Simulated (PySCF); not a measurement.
C3H11OSSi2 (doublet state).
Z-matrix (Å and degrees, GFN2-xTB geometry), rows numbered from 1:
```
C 
C   1  1.4811
Si  2  1.8329  1  123.76
Si  3  2.3267  2  109.67  1    71.60
O   4  1.6301  3  101.45  2   -66.60
S   4  2.1742  3  115.18  2   176.47
C   6  1.8198  4   99.78  3    48.12
H   1  1.0934  2  110.58  3   129.78
H   1  1.0867  2  111.52  3     8.53
H   1  1.0947  2  111.03  3  -112.46
H   2  1.0807  1  114.94  3   172.49
H   3  1.4769  2  110.08  1   -48.52
H   3  1.4685  2  109.78  1  -166.99
H   4  1.4611  3  122.39  2    56.32
H   5  0.9560  4  122.85  3  -173.94
H   7  1.0865  6  109.42  4   -72.48
H   7  1.0853  6  107.01  4   168.39
H   7  1.0862  6  109.89  4    48.98
```

The hyperfine couplings belong to this conformer and change with its torsions.

As a line formula: `C[CH][SiH2][Si@H](O)SC` [radical].

The calculation used UKS B3LYP, pcH-1 on C H O S Si, non-relativistic, mean-field spin-orbit, GIAO in PySCF 2.14.0. Isolated species at its GFN2-xTB geometry (one conformer only). A GFN2-xTB geometry isn't a minimum of the functional, and hyperfine couplings can be far from their values at a DFT geometry. The SCF solution wasn't tested for stability.

(1) Where do the isotropic ENDOR lines of H8/H9/H10, H11, H12, H13 and H15 fall at 3348.7 mT, to first order?

(2) Which pairs are centred on the nuclear Larmor frequency, and which on half the coupling?

(3) At what field would the lower line of H13 fall to zero frequency?

## Answers

(1) For S = 1/2 in fast tumbling each set of equivalent nuclei gives two lines, ν± = |νn ± a/2| to first order, with νn = g_N μN B/h and μN/h = 7.62259 MHz/T.

| nuclei | isotope | g_N | νn (MHz) | a_iso (MHz) | lower line (MHz) | upper line (MHz) |
| --- | --- | --- | --- | --- | --- | --- |
| H8/H9/H10 | 1H | 5.5857 | 142.58 | 75.86 | 104.65 | 180.51 |
| H11 | 1H | 5.5857 | 142.58 | -54.96 | 115.10 | 170.06 |
| H12 | 1H | 5.5857 | 142.58 | 47.99 | 118.59 | 166.57 |
| H13 | 1H | 5.5857 | 142.58 | 9.70 | 137.73 | 147.43 |
| H15 | 1H | 5.5857 | 142.58 | 1.80 | 141.68 | 143.48 |

(2) Centred on νn, since |a| < 2νn: H8/H9/H10, H11, H12, H13 and H15. No pair has |a| > 2νn.

(3) Where νn = |a|/2, that is B = 4.85 MHz/(5.5857 × 7.62259 MHz/T) = 114 mT, as far as first order holds there.

Nuclei that the bonding pattern makes equivalent are averaged, as if the motion that swaps them (rotation, inversion, ring flip) were fast. The three 1H nuclei of mean +75.9 MHz run from 2.4 to 122.3 MHz in the frozen geometry.
